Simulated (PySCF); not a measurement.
# Dipole moment and polarisability of `FC/C=C\N=C\OC(F)F`

Compound: C₅H₆F₃NO.
Structure used (PBE0-D3(BJ)/def2-SVP), in Å, numbered top down from 1:
```
atom  x, y, z in Å
F1    -3.1569   -0.7335   -1.5667
C2    -2.0365    0.0429   -1.3808
C3    -2.0677    0.6802   -0.0365
C4    -1.0214    0.7418    0.8003
N5     0.2068    0.1772    0.4882
C6     1.1881    0.3611    1.2625
O7     2.3969   -0.1816    1.0526
C8     2.5458   -1.0159   -0.0423
F9     3.6495   -1.7199    0.1791
F10    2.7230   -0.2844   -1.1439
H11   -1.1335   -0.5764   -1.4963
H12   -2.0269    0.8176   -2.1702
H13   -3.0119    1.1448    0.2625
H14   -1.1268    1.2588    1.7666
H15    1.1914    0.9668    2.1833
H16    1.6738   -1.6744   -0.1738
```

Level: CAM-B3LYP/def2-SVPD (PySCF), static field, nuclei fixed, core orbitals frozen in the response. The polarisability tensor in these axes (au):

```
x   108.97  -9.06  16.43
y    -9.06  60.74   5.76
z    16.43   5.76  75.48
```

Q: What are the eigenvalues, a third of the trace, and Δα (Δα² = ½Σ(αi − αj)² over the three pairs)?

A: Principal values 54.66, 74.13 and 116.39 au; mean 81.73 au = 12.11 Å³ = 13.48 × 10⁻⁴⁰ C²·m²/J; Δα = 54.66 au (67 % of the mean).

Q: What is the dipole moment, and where does it point?

A: (-0.19, 1.55, 2.06) D, 2.58 D in size, pointing from the negative to the positive side. Measured along this direction, the outermost atoms are F1 and H11 at the negative end and H14 and H15 at the positive end.

Q: What would n − 1 = 2πNα be for an ideal gas of these molecules at 298.15 K and 1 atm, electronic part alone?

A: N = p/kT = 2.4615 × 10¹⁹ cm⁻³, so n − 1 = 2π × N × 12.11 × 10⁻²⁴ cm³ = 1873 × 10⁻⁶ at long wavelengths, for an ideal gas.

Q: How large is μ²/3kT at 273 K beside α?

A: In Gaussian units μ²/3kT = 58.80 Å³ against 12.11 Å³, a ratio of 4.86; the Debye molar polarisation (4π/3)N_A(α + μ²/3kT) is 178.9 cm³/mol, leaving out the vibrational part.

Q: Rayleigh depolarisation ratio (linearly polarised light, static tensor)?

A: ρ = 3Δα²/(45ᾱ² + 4Δα²) = 8964.2/(300583 + 11952.3) = 0.0287.

Q: Form Σ f/ω² (atomic units) for the 6 lowest TDDFT singlets, given as eV and f, and set it beside the mean polarisability, which is this sum over all singlets: 5.45, 0.0003; 5.77, 0.5995; 6.91, 0.0083; 7.13, 0.0939; 7.48, 0.0068; 7.57, 0.0147.

A: They add up to 15.12 au, 18.5 % of the 81.73 au; the largest single term is 13.34 au, from the state at 5.77 eV. Terms in order: 0.01, 13.34, 0.13, 1.37, 0.09, 0.19 au. Higher excitations give the rest. The strengths listed sum to 0.724.

Q: Estimate the molar refractivity from the static electronic polarisability.

A: Lorentz–Lorenz: R = (4π/3)N_A α = 2.5225 cm³/(mol·Å³) × 12.11 Å³ = 30.6 cm³/mol, in the limit of long wavelengths.

One conformer (not necessarily the lowest) at the PBE0-D3(BJ)/def2-SVP geometry, without solvent, vibrations or thermal averaging.
